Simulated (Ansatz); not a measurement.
One change: `N[CH2][Al]([OH])[OH]` becomes `C#[C][Al]([OH])[OH]`.

Ansatz, PBE0-D4/def2-TZVP geometries, multiplicity 1. Each molecule was computed in one conformer, which needn't be the lowest.

```json
{"property": "size of the dipole moment (B3LYP/def2-TZVPP) / D", "`N[CH2][Al]([OH])[OH]`": "3.44"}
{"property": "LUMO energy (B3LYP/def2-TZVPP) / eV", "`N[CH2][Al]([OH])[OH]`": "-0.44"}
{"property": "size of the dipole moment (ωB97M-V/def2-TZVPP) / D", "`N[CH2][Al]([OH])[OH]`": "3.45"}
{"property": "HOMO energy (PBE/def2-TZVPP) / eV", "`N[CH2][Al]([OH])[OH]`": "-5.40"}
{"property": "HOMO–LUMO gap (PBE/def2-TZVPP) / eV", "`N[CH2][Al]([OH])[OH]`": "4.47"}
{"property": "LUMO energy (PBE0/def2-TZVPP) / eV", "`N[CH2][Al]([OH])[OH]`": "-0.11"}
```

Problem. What does the change do to each property? (Best estimate.)

Solution. Computed: 
| property | `C#[C][Al]([OH])[OH]` | shift |
| --- | --- | --- |
| size of the dipole moment (B3LYP/def2-TZVPP) / D | 1.30 | -2.14 |
| LUMO energy (B3LYP/def2-TZVPP) / eV | -0.86 | -0.42 |
| size of the dipole moment (ωB97M-V/def2-TZVPP) / D | 1.30 | -2.15 |
| HOMO energy (PBE/def2-TZVPP) / eV | -7.06 | -1.66 |
| HOMO–LUMO gap (PBE/def2-TZVPP) / eV | 5.56 | 1.09 |
| LUMO energy (PBE0/def2-TZVPP) / eV | -0.64 | -0.53 |

With PBE0 the HOMO falls by 1.44 eV and the LUMO falls by 0.53 eV, so the gap widens by about 0.91 eV. PBE moves the HOMO by -1.66 eV and ωB97M-V by -1.35 eV. Dipoles are sizes alone; their direction can turn.

B3LYP here is the variant with VWN-RPA as its local correlation; programs differ in this.
